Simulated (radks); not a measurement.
Values are calculated unless marked as measured or tabulated.
Problem. The table gives one normalised radial function P(r) = r R(r) of He+ in 2s1 (r in bohr). Code: a radial shooting solver on a logarithmic mesh with Libxc functionals. Model: non-relativistic Kohn-Sham, r2SCAN, spin-unpolarised, spherical densities, point nucleus; meta-GGA in the generalised Kohn-Sham scheme; without spin polarisation the odd electron is poorly described.

| r | P |
|---|---|
| 0.0442 | 0.0792 |
| 0.04865 | 0.0864 |
| 0.05355 | 0.0941 |
| 0.05895 | 0.1024 |
| 0.06489 | 0.1114 |
| 0.07142 | 0.1210 |
| 0.07862 | 0.1312 |
| 0.08654 | 0.1420 |
| 0.09526 | 0.1534 |
| 0.1049 | 0.1655 |
| 0.1145 | 0.1770 |
| 0.126 | 0.1900 |
| 0.1387 | 0.2035 |
| 0.1527 | 0.2172 |
| 0.1681 | 0.2310 |
| 0.1851 | 0.2448 |
| 0.2037 | 0.2583 |
| 0.2242 | 0.2711 |
| 0.2468 | 0.2829 |
| 0.2717 | 0.2934 |
| 0.2991 | 0.3019 |
| 0.3266 | 0.3076 |
| 0.3595 | 0.3109 |
| 0.3957 | 0.3106 |
| 0.4356 | 0.3057 |
| 0.4794 | 0.2958 |
| 0.5278 | 0.2799 |
| 0.5809 | 0.2575 |
| 0.6395 | 0.2278 |
| 0.7039 | 0.1905 |
| 0.7748 | 0.1454 |
| 0.8461 | 0.0971 |
| 0.9314 | 0.0372 |
| 1.025 | -0.0297 |
| 1.128 | -0.1025 |
| 1.242 | -0.1797 |
| 1.367 | -0.2594 |
| 1.505 | -0.3385 |
| 1.657 | -0.4138 |
| 1.824 | -0.4821 |
| 2.007 | -0.5397 |
| 2.21 | -0.5832 |
| 2.413 | -0.6080 |
| 2.656 | -0.6166 |
| 2.924 | -0.6050 |
| 3.218 | -0.5736 |
| 3.543 | -0.5247 |
| 3.9 | -0.4619 |
| 4.293 | -0.3903 |
| 4.725 | -0.3155 |
| 5.201 | -0.2433 |
| 5.725 | -0.1783 |
| 6.252 | -0.1278 |
| 6.882 | -0.0841 |
| 7.575 | -0.0519 |
| 8.338 | -0.0300 |
| 9.179 | -0.0162 |
| 10.1 | -0.0081 |

Which n and l does it have? It may be an empty orbital.

Solution. n = 2, l = 0: the number of nodes gives n - l - 1 = 1, the rise at small r (about r^(l+1)) gives l, and the extent must fit the shell. The curve is that of 2s. 2s: eigenvalue -10.444 eV, 1 radial node at r = 0.984 bohr, <r> = 3.02 bohr, 90 % of the charge inside 4.58 bohr.
